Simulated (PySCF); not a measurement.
BGeH₅O. Atoms are numbered in the order given.

```xyz
8

O     -0.5132     1.0546     0.0000
Ge     0.0378    -0.6646     0.0000
H     -0.5506    -1.2935     1.2695
H     -0.5506    -1.2935    -1.2695
H      1.5751    -0.6758     0.0000
B      0.2519     2.1570     0.0000
H      1.4689     2.0752     0.0000
H     -0.3067     3.2339     0.0000
```

The structure is a stationary point at PBE0-D3(BJ)/def2-SVP.

Level of theory: HF/pcSseg-1 run with PySCF.

GIAO shieldings, no solvent; atoms listed in one row are averaged. δ = σ(ref) − σ: ¹⁷O against H2O (σ = 333.0 ppm); ⁷³Ge against GeH4 (σ = 1776.1 ppm); ¹H against TMS (σ = 31.99 ppm); ¹¹B against BF3 (σ = 102.7 ppm), references at their B3LYP-D3(BJ)/def2-TZVP geometries, non-relativistic.

| nucleus | atoms | count | δ (ppm) |
|---|---|---|---|
| ¹⁷O | O1 | 1 | 152.8 |
| ⁷³Ge | Ge2 | 1 | 207.6 |
| ¹H | H8 | 1 | 5.36 |
| ¹H | H7 | 1 | 5.18 |
| ¹H | H3, H4, H5 | 3 | 5.12 |
| ¹¹B | B6 | 1 | 35.2 |
